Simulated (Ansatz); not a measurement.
C2H7NSi can be A, `C=N[SiH2]C`, or B, `C/C=N\[SiH3]`.

Isolated molecules relaxed with PBE0-D4/def2-TZVP in Ansatz; ΔE leaves out vibrations. CBS: MP2 limit from def2 TZ/QZ plus the TZ coupled-cluster correction, frozen cores. Functionals use def2-TZVPP. B3LYP here is the variant with VWN-RPA as its local correlation; programs differ in this. One conformer a species, not always the lowest.

(1) Which isomer does CCSD(T)/CBS put lower? Give the gap. (Estimate.)

(2) Give E(B) − E(A) in kJ/mol with r2SCAN-D4, MP2/def2-TZVPP, HF/def2-TZVPP, B3LYP-D4, ωB97M-V, BLYP-D4, CCSD(T)/def2-TZVPP. (Estimate.)

(3) Does the order hold for the free energy at 298.15 K (harmonic terms from PBE0-D4)? (Estimate.)

Largest T1 diagnostic: 0.013.

## Answers

(1) The calculation gave: A, by 28.4 kJ/mol.

(2) Ansatz gave: r2SCAN-D4 24.7, MP2/def2-TZVPP 28.8, HF/def2-TZVPP 24.6, B3LYP-D4 23.6, ωB97M-V 28.2, BLYP-D4 22.7, CCSD(T)/def2-TZVPP 27.8. None reverses the order clearly.

(3) Ansatz gave: Yes: G(B) − G(A) = +26.5 kJ/mol, for one conformer each.

At CCSD(T), def2-SVP lies −9.3 kJ/mol from the extrapolated value and def2-TZVPP −0.5 kJ/mol. Leaving LDA and LC-ωPBE aside and taking each functional with its dispersion term where it has one, the values, not all of them listed here, spread over 6.3 kJ/mol, from revPBE-D4 to ωB97M-V. LDA lies −6.8 kJ/mol from PBE without D4.
